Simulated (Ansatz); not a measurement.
A run for Ansatz (a quantum-chemistry and plane-wave program): R-wB97X-V/def2-TZVPPD on H2O (SMILES O). The basis file is the Basis Set Exchange's JSON of that set.

Ansatz 0.2 input:
```yaml
crystal:
  periodic: [false, false, false]
  atoms:
    - {symbol: O, position_ang: [-0.00000000, 0.00000000, 0.38961139]}
    - {symbol: H, position_ang: [0.00000000, 0.76498632, -0.19485569]}
    - {symbol: H, position_ang: [0.00000000, -0.76498632, -0.19485569]}
basis:
  gaussian:
    orbitals: def2-TZVPPD.json
hamiltonian:
  xc: {name: wB97X-V}
scf: {lower_state_search: off}
```

Predict the final total energy.

-76.4371 hartree.
